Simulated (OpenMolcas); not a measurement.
# Kr3+: effect of the basis set

```json
{
 "Program": "OpenMolcas 26.06",
 "Method": "SS-RASPT2, IPEA 0.25 Eh, imaginary shift 0.1 Eh (closed shells correlated: 3d)",
 "Active space": "5 electrons in 9 orbitals (RAS2 4s 4p; RAS3 4d, at most 2 electrons)",
 "State averaging": "2S+1 = 4 odd, 1 root; 2S+1 = 2 odd, 11 roots; 2S+1 = 4 even, 3 roots; 2S+1 = 2 even, 9 roots",
 "Spin-orbit coupling": "RASSI with atomic mean-field integrals over the reference wave functions, term energies averaged over their components"
}
```

A. ANO-RCC-VTZP [6s5p3d1f], DKH2, point nucleus; CASPT2 step about 14 core-seconds
B. ANO-RCC-VQZP [7s6p4d2f1g], DKH2, point nucleus; CASPT2 step of the order of 24 core-seconds
C. ANO-R2 [6s5p4d3f1g], X2C, finite nucleus; CASPT2 step of the order of 29 core-seconds
D. ANO-RCC [9s8p6d4f2g], DKH2, point nucleus; CASPT2 step roughly 40 core-seconds

Energies in cm-1 above 4s2 4p3 4S* 3/2, the measured ground level; measured values from Saloman, J. Phys. Chem. Ref. Data 36, 215 (2007).

```
          Level       A       B       C       D  Measured
4s2 4p3 4S* 3/2     0.0     0.0     0.0     0.0       0.0
4s2 4p3 2D* 3/2   18460   17860   17740   17720     17038
4s2 4p3 2D* 5/2   19790   19200   19050   19060     18700
4s2 4p3 2P* 1/2   32710   32020   32040   31900     31056
4s2 4p3 2P* 3/2   34480   33810   33800   33690     33406
  4s 4p4 4P 5/2  117510  117720  118500  118170    118762
  4s 4p4 4P 3/2  120830  121030  121800  121490    122426
  4s 4p4 4P 1/2  122440  122620  123390  123080    124110
  4s 4p4 2D 3/2  146860  146420  146890  146580    145773
  4s 4p4 2D 5/2  147390  146960  147440  147140    146645
```

Deviations, from unrounded energies. A percentage is the sum of absolute deviations over the sum of measured energies, with the sign that they share, or ± where signs differ.

| Against measurement | Levels | A | B | C | D |
| --- | --- | --- | --- | --- | --- |
| mean absolute deviation (cm-1) | 9 | 1300 | 840 | 660 | 670 |
| other terms of the ground configuration (%) | 4 | +5.2 | +2.7 | +2.4 | +2.2 |
| other configurations (%) | 5 | ±1.0 | ±0.7 | ±0.5 | ±0.6 |

C, D lie about equally close to measurement and A furthest from it. The largest miss of C in the table is 4s 4p4 2D 3/2, by +1100 cm-1. The ranking rests on the paired levels alone, and a cruder setting can come out closer through cancelling errors.

The two smallest mean deviations differ by little beside CASPT2's spread within terms, so their order carries little weight.

Among A to D the level of the table that moves most is 4s 4p4 4P 5/2, by 990 cm-1 (lowest in A, highest in C). Moves below CASPT2's spread within the term are not significant.

CASPT2 breaks the degeneracy within a term, and the mean is taken; among the terms shown or strongly mixed into the levels shown the widest spread is 63 cm-1 (4s 4p4 2D, B). The run also gave levels led by 4s2 4p2 4d, which use shells meant for correlation; these and all levels above them are left out. Some terms mix strongly with configurations of 4d, whose occupation reaches 0.27 (4s 4p4 2D) (figures for A; the like holds for B, C, D). Measured partners are found by configuration, term and J. A level has none where our copy of the source lacks it or the pairing is in doubt (some pairs that miss far off the trend of their configuration count as doubtful), and it then counts in no deviation. Only configurations of the active space appear. Levels that lie high or do not pair safely by name in every column are left out.

* marks odd parity.
